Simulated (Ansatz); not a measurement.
`C[NH][Ge]([F])([F])[F]` → `[F][GeH]([F])[F]` + `C=N` at 700 K and 1 bar (β-hydride elimination).

Program: Ansatz. Geometries: PBE0-D4/def2-TZVP. ΔE: electronic, gas phase. CCSD(T)/CBS adds triple-zeta CCSD(T) − MP2 to the extrapolated MP2 energy (def2 sets, frozen cores). This one scheme is used for every species. For Ge outer-core shells are correlated without core-valence functions, which leaves a few kJ/mol of doubt a bond. Scalar relativity is left out up to krypton. Each species was taken in one conformer, which may not be the lowest.

```tsv
species	CCSD(T)/CBS energy (Eh)	H − E (kJ/mol)	S (J/(mol·K))
`C[NH][Ge]([F])([F])[F]`	-2470.78181	245.2	500.5
`[F][GeH]([F])[F]`	-2376.20168	89.4	366.2
`C=N`	-94.52360	135.6	268.6
```

H − E and S are ideal-gas, rigid-rotor, harmonic terms from PBE0-D4/def2-TZVP, for one conformer and one mirror image of each species. 1 Eh = 2625.50 kJ/mol, R = 8.31446 J/(mol·K).

Question: By hand: ΔE, ΔH, ΔS and ΔG.

Answer: ΔE = (-2376.20168) + (-94.52360) − (-2470.78181) = 0.05653 Eh = 148.4 kJ/mol. Δ(H − E) = 89.4 + 135.6 − 245.2 = -20.2, so ΔH = 128.2 kJ/mol. ΔS = 366.2 + 268.6 − 500.5 = 134.3 J/(mol·K). ΔG = 128.2 − 700 × (134.3)/1000 = 34.2 kJ/mol.

Question: By hand: the equilibrium constant, and the temperature at which ΔG would vanish if ΔH and ΔS stayed fixed.

Answer: log₁₀ K = −ΔG/(RT ln 10) = -2.6. ΔG = 0 at ΔH/ΔS = 955 K.

The number of gas molecules changes by +1, which sets the sign of ΔS. A doubt of 5 kJ/mol in ΔE shifts log₁₀ K by 0.4 here. Other conformers and mirror images would add mixing entropy, several J/(mol·K) or more a flexible species. Modes under 60 cm⁻¹, often nearly free rotors, make the harmonic entropy too high. These are equilibria of isolated gas molecules and say nothing of rates. Largest T1 diagnostic: 0.012 (customary marks: 0.02 for closed shells, 0.045 for open ones).
